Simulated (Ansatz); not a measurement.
A nudged elastic band was laid between two geometries of BH₈NOSi (12 atoms, charge 0, multiplicity 1).

Theory: RKS PBE-D4/6-31G* in Ansatz.

- movable images: 5
- climbing image: yes
- spring: 5.0 eV/Å²
- optimiser: quadratic models (default)
- start path: through a guess of the saddle point
- force threshold: 0.2 eV/Å
- iteration limit: 60
- end points: relaxed

First end point:

```xyz
12
Properties=species:S:1:pos:R:3
B 0.007 0.160 0.415
O -0.804 0.032 1.595
H -1.744 0.116 1.355
H 1.053 -0.468 0.466
H -0.573 0.118 -0.672
N 0.593 1.811 0.477
H 1.506 1.878 0.006
Si -0.660 2.895 -0.255
H -0.505 2.775 -1.733
H -1.992 2.429 0.224
H -0.445 4.320 0.166
H 0.746 1.974 1.481
```

Last end point:

```xyz
12
Properties=species:S:1:pos:R:3
B 0.406 0.454 0.092
O -0.613 -0.222 1.621
H -1.487 -0.408 1.217
H 1.415 -0.189 0.259
H -0.382 0.115 -0.769
N 0.444 1.888 0.412
H 1.293 2.227 0.870
Si -0.555 3.092 -0.374
H -1.959 2.566 -0.454
H -0.556 4.349 0.453
H -0.127 3.472 -1.766
H -0.698 0.699 1.964
```

**Question.** What changes between the two ends?

**Answer.** Bonds broken: B1–O2, N6–H12. Bonds formed: O2–H12. BH8NOSi becomes BH6NSi + H2O.

**Question.** Give the energies along the band, and the barrier.

**Answer.** It converged. The highest image is number 3 of 0 to 6, 0.82 eV above the first end and 0.33 eV above the last; the last end lies 0.48 eV above the first. The threshold of 0.2 eV/Å is loose, so the images may lie well off the minimum-energy path. The order of the point at the top wasn't checked. The orbitals stay closed-shell, which can raise the energy where a bond breaks towards radicals; this wasn't checked here.

```json
{"image": "0", "path coordinate (Å)": "0.00", "energy (eV)": "0.00", "B1–O2 (Å)": "1.44", "N6–H12 (Å)": "1.03", "O2–H12 (Å)": "2.49"}
{"image": "1", "path coordinate (Å)": "1.12", "energy (eV)": "0.03", "B1–O2 (Å)": "1.44", "N6–H12 (Å)": "1.03", "O2–H12 (Å)": "2.37"}
{"image": "2", "path coordinate (Å)": "2.25", "energy (eV)": "0.07", "B1–O2 (Å)": "1.45", "N6–H12 (Å)": "1.03", "O2–H12 (Å)": "2.28"}
{"image": "3", "path coordinate (Å)": "3.37", "energy (eV)": "0.82", "B1–O2 (Å)": "1.62", "N6–H12 (Å)": "1.37", "O2–H12 (Å)": "1.21"}
{"image": "4", "path coordinate (Å)": "4.54", "energy (eV)": "0.52", "B1–O2 (Å)": "1.90", "N6–H12 (Å)": "2.27", "O2–H12 (Å)": "0.99"}
{"image": "5", "path coordinate (Å)": "5.72", "energy (eV)": "0.50", "B1–O2 (Å)": "2.00", "N6–H12 (Å)": "2.40", "O2–H12 (Å)": "0.98"}
{"image": "6", "path coordinate (Å)": "6.90", "energy (eV)": "0.48", "B1–O2 (Å)": "1.96", "N6–H12 (Å)": "2.26", "O2–H12 (Å)": "0.99"}
```

**Question.** What is the geometry of the highest image?

**Answer.** 
```xyz
12
Properties=species:S:1:pos:R:3
B 0.219 0.309 0.232
O -0.308 -0.089 1.706
H -1.184 -0.523 1.668
H 1.330 -0.124 0.036
H -0.640 0.052 -0.589
N 0.181 1.861 0.622
H 1.095 2.202 0.942
Si -0.619 3.044 -0.453
H -0.723 2.513 -1.848
H -1.996 3.375 0.038
H 0.199 4.302 -0.456
H -0.375 1.118 1.627
```

The band took 9 iterations and about 70 core-seconds.

Run time: 65 s on 1 thread of AMD EPYC 9R45 96-Core Processor (Zen 5), with other jobs on the host, peak memory 0.14 GiB.
